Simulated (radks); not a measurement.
Valence configurations of the indium ion In2+ (all share [Kr]). Method: Dirac Kohn-Sham, PBE, spin-unpolarised, spherical densities, point nucleus; open shells fill j = l - 1/2 first; computed with a radial shooting solver on a logarithmic mesh with Libxc functionals. Energies are relative to 4d10 5s1; eigenvalues in eV.

\begin{tabular}{lrrrrr}
valence & E (eV) & e(4d3/2) & e(4d5/2) & e(5p1/2) & e(5s1/2) \\ \hline
4d10 5s1 & 0.000 & -37.046 & -36.173 & - & -23.668 \\
4d10 5p1 & 7.107 & -38.307 & -37.429 & -17.290 & - \\
4d9 5s2 & 13.905 & -41.741 & -40.822 & - & -25.492 \\
4d9 5s1 5p1 & 21.479 & -42.950 & -42.026 & -18.606 & -26.233 \\
4d9 5p2 & 29.155 & -44.121 & -43.193 & -19.218 & - \\
4d8.5 5s1.5 5p1 & 29.741 & -45.316 & -44.369 & -19.255 & -27.111 \\
4d8.5 5s1 5p1.5 & 33.681 & -45.894 & -44.945 & -19.554 & -27.459 \\
4d8.5 5s0.5 5p2 & 37.645 & -46.463 & -45.512 & -19.848 & -27.799 \\
4d8 5s2 5p1 & 38.744 & -47.708 & -46.738 & -19.895 & -27.978 \\
4d8 5s1 5p2 & 46.874 & -48.833 & -47.858 & -20.471 & -28.647 \\
\end{tabular}

NIST lists [Kr] 4d10 5s1 as the ground configuration; this level of theory agrees among the configurations tried. The energies are those of spherical spin-averaged densities, not of single terms.
